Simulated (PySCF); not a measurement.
# Ionisation energy of Te²⁺ by level of theory

Te²⁺ [Kr] 4d10 5s2 5p2 (3P) → Te³⁺ [Kr] 4d10 5s2 5p1 (2P), as a difference of total energies. All numbers are calculated (PySCF 2.14, scalar relativity through the core potential, in cc-pVDZ-PP with ECP28MDF (4s3p2d, 23 functions)). Correlated levels: valence: 4s2 4p6 4d10 frozen. The calculations carry no spin-orbit coupling.

| method | ionisation energy (eV) |
| --- | --- |
| UHF | 26.918 |
| PBE | 27.478 |
| r2SCAN | 27.671 |
| MP2 (valence) | 27.133 |
| SCS-MP2 (valence) | 27.081 |
| CCSD (valence) | 27.163 |
| CCSD(T) (valence) | 27.168 |

Problem. How much does correlation contribute at CCSD(T) (valence)?

Solution. 27.168 − (26.918) = 0.250 eV, measured against UHF.

The reference lies between the lowest fine-structure levels, while these numbers refer to the centres of the terms.

Errors of the correlated levels include the incompleteness of this basis and the frozen core.

For comparison: 27.84 ± 0.04 eV (measured; NIST Atomic Spectra Database, ionization energies).
